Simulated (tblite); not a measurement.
Species: C6H11F3.
Numbering: `[CH3:1][C@@H:2]([CH2:3][F:4])[C@@H:5]([CH3:6])[CH:7]([F:8])[F:9]` (hydrogens: H10, H11, H12 on C1; H13 on C2; H14, H15 on C3; H16 on C5; H17, H18, H19 on C6; H20 on C7)

Geometry (GFN2-xTB, Å), atoms numbered from 1 in this order:
```
atom  x, y, z in Å
C1     1.274   -0.753   -0.948
C2     0.721   -0.267    0.390
C3     1.593    0.879    0.901
F4     1.196    1.280    2.154
C5    -0.760    0.171    0.347
C6    -1.128    1.030   -0.860
C7    -1.704   -1.030    0.408
F8    -1.451   -1.809    1.487
F9    -1.578   -1.843   -0.672
H10    2.282   -1.138   -0.808
H11    1.318    0.057   -1.671
H12    0.661   -1.552   -1.353
H13    0.795   -1.081    1.119
H14    1.530    1.762    0.257
H15    2.637    0.562    0.991
H16   -0.953    0.736    1.267
H17   -0.462    1.884   -0.938
H18   -1.067    0.449   -1.777
H19   -2.145    1.402   -0.758
H20   -2.762   -0.726    0.461
```

Method: GFN2-xTB as coded in tblite; computed harmonic values from a numerical Hessian at the method's own geometry, unscaled. Against measured fundamentals such values can be off by several per cent, at times by over 20. One conformer, not necessarily the lowest.

Harmonic wavenumbers (cm⁻¹): 41.5, 88.1, 110.8, 181.7, 203.4, 208.9, 244.2, 249.1, 290.1, 349.7, 395.3, 458.3, 496.3, 554.0, 683.1, 776.1, 923.0, 932.2, 960.6, 986.3, 1027.5, 1045.0, 1052.9, 1072.7, 1130.9, 1138.9, 1155.6, 1191.4, 1215.8, 1261.2, 1272.8, 1288.2, 1299.5, 1329.4, 1348.1, 1354.8, 1413.4, 1421.2, 1452.2, 1488.6, 1492.6, 1504.4, 1512.0, 2880.1, 2940.5, 2945.1, 2954.7, 2957.8, 3035.4, 3039.4, 3046.3, 3052.9, 3056.0, 3075.2.

A = 2094, B = 1065, C = 963.5 MHz; mass 140.081 u (most abundant isotopes); point group C1, symmetry number 1.

**Question.** What is the zero-point energy?

**Answer.** ½Σν̃ = 35793 cm⁻¹ = 102.34 kcal/mol.

**Question.** What is S at 500 K and 1 bar for an ideal gas of classical rigid rotors and harmonic oscillators?

**Answer.** Translation 43.32, rotation 30.93, vibration 50.21: S = 124.5 cal/(mol K).

**Question.** And Cp and H(500 K) − H(0)?

**Answer.** Cp = 58.13 cal/(mol K), of which vibrations give 50.19 (their classical limit is 54 R = 107.3); H(500 K) − H(0) = 16.91 kcal/mol without the zero-point energy, 12.94 from vibrations.

**Question.** What must be added to the electronic energy to get the Gibbs energy at 500 K and 1 bar?

**Answer.** ZPE + [H(500 K) − H(0)] − T·S = 102.34 + 16.91 − 62.23 = 57.02 kcal/mol.

**Question.** Blend soft modes into free rotors: weight 1/[1 + (100 cm⁻¹/ν̃)⁴] for the oscillator and the rest for a rotor with moment μB/(μ + B), μ = h/(8π²ν), B = 10⁻⁴⁴ kg m². What vibrational entropy results?

**Answer.** 47.04 cal/(mol K) in place of 50.21, which changes −T·S at 500 K by +1.59 kcal/mol.

**Question.** Which modes carry the vibrational entropy at 500 K?

**Answer.** 41.5 cm⁻¹: 6.21; 88.1 cm⁻¹: 4.72; 110.8 cm⁻¹: 4.27; 181.7 cm⁻¹: 3.30; 203.4 cm⁻¹: 3.08; 208.9 cm⁻¹: 3.03 cal/(mol K); the other 48 give 25.61 together.

Hindered rotation and anharmonicity are outside this model. Other conformers, if any are populated, would add a mixing term that is left out. The structure is chiral; the term R ln 2 for an equal mix with its mirror image is left out.
